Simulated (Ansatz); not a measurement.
One change: `[CH3][Zr]([OH])([I])[I]` becomes `C[O][Zr]([CH3])([I])[I]`.

Ansatz, PBE0-D4/def2-TZVP geometries, multiplicity 1. Each molecule was computed in one conformer, which needn't be the lowest.

Elements past krypton have def2 core potentials.

```json
{"property": "size of the dipole moment (ωB97M-V/def2-TZVPP) / D", "`[CH3][Zr]([OH])([I])[I]`": "2.82"}
{"property": "HOMO–LUMO gap (PBE0/def2-TZVPP) / eV", "`[CH3][Zr]([OH])([I])[I]`": "5.67"}
{"property": "LUMO energy (PBE/def2-TZVPP) / eV", "`[CH3][Zr]([OH])([I])[I]`": "-2.76"}
{"property": "LUMO energy (B3LYP/def2-TZVPP) / eV", "`[CH3][Zr]([OH])([I])[I]`": "-2.16"}
{"property": "HOMO–LUMO gap (B3LYP/def2-TZVPP) / eV", "`[CH3][Zr]([OH])([I])[I]`": "5.22"}
{"property": "size of the dipole moment (PBE/def2-TZVPP) / D", "`[CH3][Zr]([OH])([I])[I]`": "2.60"}
```

Q: What does the change do to each property? (Estimate.)

A: The calculation gave: 
```json
{"property": "size of the dipole moment (ωB97M-V/def2-TZVPP) / D", "`C[O][Zr]([CH3])([I])[I]`": "3.31", "shift": "0.49"}
{"property": "HOMO–LUMO gap (PBE0/def2-TZVPP) / eV", "`C[O][Zr]([CH3])([I])[I]`": "5.71", "shift": "0.04"}
{"property": "LUMO energy (PBE/def2-TZVPP) / eV", "`C[O][Zr]([CH3])([I])[I]`": "-2.65", "shift": "0.11"}
{"property": "LUMO energy (B3LYP/def2-TZVPP) / eV", "`C[O][Zr]([CH3])([I])[I]`": "-2.05", "shift": "0.11"}
{"property": "HOMO–LUMO gap (B3LYP/def2-TZVPP) / eV", "`C[O][Zr]([CH3])([I])[I]`": "5.27", "shift": "0.05"}
{"property": "size of the dipole moment (PBE/def2-TZVPP) / D", "`C[O][Zr]([CH3])([I])[I]`": "3.20", "shift": "0.60"}
```

Dipoles are sizes alone; their direction can turn.

B3LYP here is the variant with VWN-RPA as its local correlation; programs differ in this.

Spin–orbit coupling is left out; it splits and shifts lone-pair levels of the heavy atoms by tenths of an eV.
